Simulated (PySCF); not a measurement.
CsBr, SMILES [Br][Cs]. Heavy atoms are numbered as in [Cs:1][Br:2].

The structure is a stationary point at PBE0-D3(BJ)/def2-TZVPD. The def2 effective core potentials stand for the cores of Cs; spin–orbit coupling is left out.

Computed with HF/def2-TZVPD run with PySCF.

Mulliken values depend strongly on the basis, most of all with diffuse functions as here. ESP charges are fitted to the potential on shells at 1.4 to 2.0 van der Waals radii. Atomic charges (e), one atom of each kind:

| atom | Mulliken | ESP fit |
|---|---|---|
| Cs1 | 0.94 | 0.75 |
| Br2 | -0.94 | -0.75 |
